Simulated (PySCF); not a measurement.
**Working out the ionisation energy of Br**

Br [Ar] 3d10 4s2 4p5 (2P) → Br⁺ [Ar] 3d10 4s2 4p4 (3P). Calculation: PySCF 2.14, in pcseg-2 (6s5p3d1f, 43 functions); the non-relativistic Hamiltonian (point nucleus). Frozen: [Ar] 3d10. Energies in hartree (1 hartree = 27.21139 eV):

```
            part    Br (lower)   Br⁺ (upper)
             UHF  -2572.417594  -2572.021900
CCSD correlation     -0.152531     -0.122864
             (T)     -0.004449     -0.003244
```

Problem. What does Hartree-Fock give?

Solution. (-2572.021900) − (-2572.417594) = 0.395694 hartree = 10.767 eV.

Problem. What do CCSD and CCSD(T) give?

Solution. The CCSD correlation energies differ by 0.029667 hartree = 0.807 eV and the triples by 0.001205 hartree = 0.033 eV, so CCSD gives 11.574 eV and CCSD(T) 11.607 eV.

Measured between the centres of the two terms (NIST): 11.844 eV, so CCSD(T) (valence) is off by -0.237 eV.

The calculation is non-relativistic.

What remains against the reference includes basis incompleteness, the frozen core and higher excitations.
